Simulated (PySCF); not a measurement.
First SCF of a structure search on triplet Ge₂O₂, at a hand-made linear X-M-M-X geometry. PySCF input:

```python
from pyscf import gto, scf, dft
mol = gto.M(atom='''
Ge     0.000000     0.000000     1.210000
Ge     0.000000     0.000000    -1.210000
O      0.000000     0.000000     3.050000
O      0.000000     0.000000    -3.050000''',
    basis={'Ge': 'def2-TZVP', 'O': 'def2-TZVP'},
    charge=0, spin=2)
mf = dft.UKS(mol, xc='PBE0')
mf.grids.atom_grid = (50, 194)
aux = {'Ge': 'def2-universal-JKFIT', 'O': 'def2-universal-JKFIT'}
mf = mf.density_fit(auxbasis=aux)
mf.conv_tol = 1e-08
mf.diis_space = 10
mf.max_cycle = 60
mf.init_guess = 'minao'
mf.verbose = 4
mf.kernel()
```

Excerpt of the output (cycles alone):

```
init E= -4302.41060547127
cycle= 1 E= -4302.94151249127  delta_E= -0.531  |g|= 1.31  |ddm|= 1.75
cycle= 2 E= -4290.84081910224  delta_E= 12.1  |g|= 3.93  |ddm|= 4.68
cycle= 3 E= -4303.51323901359  delta_E= -12.7  |g|= 0.531  |ddm|= 4.36
cycle= 4 E= -4303.41816138119  delta_E= 0.0951  |g|= 0.778  |ddm|= 0.845
cycle= 5 E= -4303.64918884778  delta_E= -0.231  |g|= 0.257  |ddm|= 0.263
cycle= 6 E= -4303.67566785592  delta_E= -0.0265  |g|= 0.125  |ddm|= 0.12
cycle= 7 E= -4303.68271114282  delta_E= -0.00704  |g|= 0.00498  |ddm|= 0.0704
cycle= 8 E= -4303.68277376902  delta_E= -6.26e-05  |g|= 0.00414  |ddm|= 0.0157
cycle= 9 E= -4303.68281925397  delta_E= -4.55e-05  |g|= 0.00162  |ddm|= 0.0129
cycle= 10 E= -4303.68284063196  delta_E= -2.14e-05  |g|= 0.00177  |ddm|= 0.00879
cycle= 11 E= -4303.68287139664  delta_E= -3.08e-05  |g|= 0.000748  |ddm|= 0.0181
cycle= 12 E= -4303.6828779132  delta_E= -6.52e-06  |g|= 0.000544  |ddm|= 0.0106
cycle= 13 E= -4303.68287849738  delta_E= -5.84e-07  |g|= 9.93e-05  |ddm|= 0.00211
cycle= 14 E= -4303.68287856183  delta_E= -6.44e-08  |g|= 1.5e-05  |ddm|= 0.000804
cycle= 15 E= -4303.68287856389  delta_E= -2.06e-09  |g|= 9.38e-06  |ddm|= 0.0002
Extra cycle  E= -4303.68287856326  delta_E= 6.29e-10  |g|= 3.86e-05  |ddm|= 2.79e-05
converged SCF energy = -4303.68287856326  <S^2> = 2.0325024  2S+1 = 3.0215906
```

No lower solution of this spin was found from smeared starts or by a stability analysis within the unrestricted form.

The search for the lowest solution, 3 starts and the stability check together, took 41 s on 4 threads of a shared Arm Neoverse V1 host, with 158 basis functions; the process peaked at 0.68 GiB. Launch command: `OMP_NUM_THREADS=4 python axn.py task.json out`.
